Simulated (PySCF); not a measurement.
CH3BeFO, SMILES C[O][Be][F].

The structure is a stationary point at PBE-D3(BJ)/def2-TZVP. Other conformers were not sampled.

The numbers are results of TDA-PBE0/def2-SVPD run with PySCF 2.14.0, not measurements.

Vertical excitations.  State labels are in the subgroup Cs.

Problem. List the lowest excited states. (The exact figures need the calculation; the answer reports its results.)

Solution. 
| state | symmetry | energy (eV) | λ (nm) | f | main pairs |
|---|---|---|---|---|---|
| S1 | A" | 7.01 | 177 | 0.010 | HOMO→LUMO 98 % |
| S2 | A' | 7.02 | 177 | 0.011 | HOMO−1→LUMO 98 % |
| S3 | A" | 8.08 | 153 | 0.011 | HOMO→LUMO+1 81 % |
| S4 | A' | 8.09 | 153 | 0.000 | HOMO→LUMO+2 47 %, HOMO−1→LUMO+1 42 % |
| S5 | A" | 8.10 | 153 | 0.000 | HOMO−1→LUMO+2 89 % |
| S6 | A' | 8.27 | 150 | 0.034 | HOMO−1→LUMO+3 62 %, HOMO−1→LUMO+1 30 % |
| S7 | A" | 8.28 | 150 | 0.022 | HOMO→LUMO+3 87 % |
| S8 | A' | 8.55 | 145 | 0.122 | HOMO→LUMO+2 44 %, HOMO−1→LUMO+3 27 %, HOMO−1→LUMO+1 25 % |
| S9 | A" | 9.36 | 132 | 0.017 | HOMO→LUMO+4 93 % |
| S10 | A' | 9.37 | 132 | 0.017 | HOMO−1→LUMO+4 93 % |
| T1 | A" | 6.76 | 183 | 0 | HOMO→LUMO 96 % |
| T2 | A' | 6.77 | 183 | 0 | HOMO−1→LUMO 96 % |
| T3 | A' | 7.68 | 161 | 0 | HOMO→LUMO+2 48 %, HOMO−1→LUMO+1 32 %, HOMO−1→LUMO+3 7 % |
| T4 | A" | 7.84 | 158 | 0 | HOMO→LUMO+1 58 %, HOMO−1→LUMO+2 32 % |
Triplets are in the Tamm–Dancoff approximation.
